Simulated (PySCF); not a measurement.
GeHF, SMILES [F][GeH] (connectivity only; charge and spin as stated), neutral, multiplicity 1. Atoms are numbered in the order given.

```xyz
3

Ge     0.0530     0.3724     0.0000
H     -1.5378     0.5547     0.0000
F     -0.0177    -1.3858     0.0000
```

Geometry optimised at ωB97X-D3(BJ)/def2-TZVP.

These are B3LYP/def2-TZVPD (PySCF) values and carry that method's errors.

Mulliken values depend strongly on the basis, most of all with diffuse functions as here. ESP charges are fitted to the potential on shells at 1.4 to 2.0 van der Waals radii. Atomic charges (e):

| atom | Mulliken | meta-Löwdin | ESP fit |
|---|---|---|---|
| Ge1 | 0.40 | 0.61 | … |
| H2 | -0.05 | -0.11 | … |
| F3 | -0.35 | -0.50 | … |

Task: Complete the blanks. (An estimate is asked for; the answer gives what the named calculation found.)

Result: 
- Ge1, ESP fit: 0.32
- H2, ESP fit: -0.06
- F3, ESP fit: -0.25
